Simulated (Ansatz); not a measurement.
Geometry optimisation, RKS PBE-D4/def2-SVP in Ansatz.

Input file:

```yaml
crystal:
  periodic: [false, false, false]
  atoms:
    - { symbol: "N", position_ang: [1.006, -0.1551, 2.538] }
    - { symbol: Si, position_ang: [0.5079, -1.2472, 1.2151] }
    - { symbol: B, position_ang: [-0.1506, -0.2443, -0.3362] }
    - { symbol: Si, position_ang: [-0.7549, -0.2322, -2.1988] }
    - { symbol: Ge, position_ang: [-0.5426, 1.6219, -1.2397] }
    - { symbol: H, position_ang: [2.02163, -0.35298, 2.75163] }
    - { symbol: H, position_ang: [0.52478, -0.55063, 3.42877] }
    - { symbol: H, position_ang: [1.7267, -2.0214, 0.8264] }
    - { symbol: H, position_ang: [-0.5515, -2.1234, 1.727] }
    - { symbol: H, position_ang: [0.2, -0.6275, -3.1508] }
    - { symbol: H, position_ang: [-2.2219, -0.738, -2.2384] }
    - { symbol: H, position_ang: [0.7969, 2.4036, -1.4627] }
    - { symbol: H, position_ang: [-1.8098, 2.3069, -0.5315] }
basis:
  gaussian: { orbitals: def2-SVP }
hamiltonian:
  xc: pbe
  dispersion: d4
relax:
  f_tol: 0.015
  max_steps: 40
output:
  orbitals: {}
```

Run as:

```bash
$ ansatz run input.yaml --threads 2 --pin off --max-ram 3072MiB --backend cpu --events-out ev --progress --plain --runs-dir out
```

Where does it end, and by what steps?

The run converged. The force dipped under the threshold on the way, but the program's further checks kept it going. After 27 steps the energy has fallen by 1.846 eV; H12 moved furthest, 2.27 Å. Parted: Si4–Ge5.

```json
{"step": "0", "energy less start (eV)": "0.0000", "largest force component (eV/Å)": "3.849", "accepted": "yes"}
{"step": "1", "energy less start (eV)": "-0.8681", "largest force component (eV/Å)": "0.825", "accepted": "yes"}
{"step": "2", "energy less start (eV)": "-0.9608", "largest force component (eV/Å)": "0.461", "accepted": "yes"}
{"step": "3", "energy less start (eV)": "-1.0028", "largest force component (eV/Å)": "0.396", "accepted": "yes"}
{"step": "4", "energy less start (eV)": "-1.0419", "largest force component (eV/Å)": "0.913", "accepted": "yes"}
{"step": "5", "energy less start (eV)": "-1.1041", "largest force component (eV/Å)": "0.882", "accepted": "yes"}
{"step": "6", "energy less start (eV)": "-1.2185", "largest force component (eV/Å)": "0.769", "accepted": "yes"}
{"step": "7", "energy less start (eV)": "-1.3793", "largest force component (eV/Å)": "0.752", "accepted": "yes"}
{"step": "8", "energy less start (eV)": "-1.5320", "largest force component (eV/Å)": "0.825", "accepted": "yes"}
{"step": "9", "energy less start (eV)": "-1.5819", "largest force component (eV/Å)": "1.707", "accepted": "yes"}
{"step": "10", "energy less start (eV)": "-1.7087", "largest force component (eV/Å)": "0.313", "accepted": "yes"}
{"step": "11", "energy less start (eV)": "-1.7565", "largest force component (eV/Å)": "0.354", "accepted": "yes"}
{"step": "12", "energy less start (eV)": "-1.7844", "largest force component (eV/Å)": "0.412", "accepted": "yes"}
{"step": "13", "energy less start (eV)": "-1.8008", "largest force component (eV/Å)": "0.508", "accepted": "yes"}
{"step": "14", "energy less start (eV)": "-1.7927", "largest force component (eV/Å)": "0.317", "accepted": "no"}
{"step": "15", "energy less start (eV)": "-1.8210", "largest force component (eV/Å)": "0.131", "accepted": "yes"}
{"step": "16", "energy less start (eV)": "-1.8291", "largest force component (eV/Å)": "0.094", "accepted": "yes"}
{"step": "17", "energy less start (eV)": "-1.8347", "largest force component (eV/Å)": "0.115", "accepted": "yes"}
{"step": "18", "energy less start (eV)": "-1.8375", "largest force component (eV/Å)": "0.161", "accepted": "yes"}
{"step": "19", "energy less start (eV)": "-1.8397", "largest force component (eV/Å)": "0.173", "accepted": "yes"}
{"step": "20", "energy less start (eV)": "-1.8416", "largest force component (eV/Å)": "0.163", "accepted": "yes"}
{"step": "21", "energy less start (eV)": "-1.8435", "largest force component (eV/Å)": "0.098", "accepted": "yes"}
{"step": "22", "energy less start (eV)": "-1.8445", "largest force component (eV/Å)": "0.056", "accepted": "yes"}
{"step": "23", "energy less start (eV)": "-1.8451", "largest force component (eV/Å)": "0.032", "accepted": "yes"}
{"step": "24", "energy less start (eV)": "-1.8454", "largest force component (eV/Å)": "0.017", "accepted": "yes"}
{"step": "25", "energy less start (eV)": "-1.8456", "largest force component (eV/Å)": "0.018", "accepted": "yes"}
{"step": "26", "energy less start (eV)": "-1.8457", "largest force component (eV/Å)": "0.012", "accepted": "yes"}
{"step": "27", "energy less start (eV)": "-1.8457", "largest force component (eV/Å)": "0.009", "accepted": "yes"}
```

```xyz
13
Properties=species:S:1:pos:R:3
N 1.260 -0.144 2.117
Si 0.285 -1.304 1.209
B -0.651 -0.348 -0.268
Si -0.639 -0.675 -2.124
Ge -0.809 1.592 -0.299
H 2.013 0.313 1.594
H 1.637 -0.470 3.013
H 1.046 -2.510 0.676
H -0.703 -1.864 2.207
H 0.190 -1.716 -2.835
H -1.348 0.173 -3.149
H -0.053 2.583 0.634
H -1.475 2.411 -1.446
```

Whether the end is a true minimum wasn't checked by a vibrational analysis.

Time of the run: 110 s on 2 threads of Arm Neoverse V1, on a shared host, peak memory 0.2 GiB.
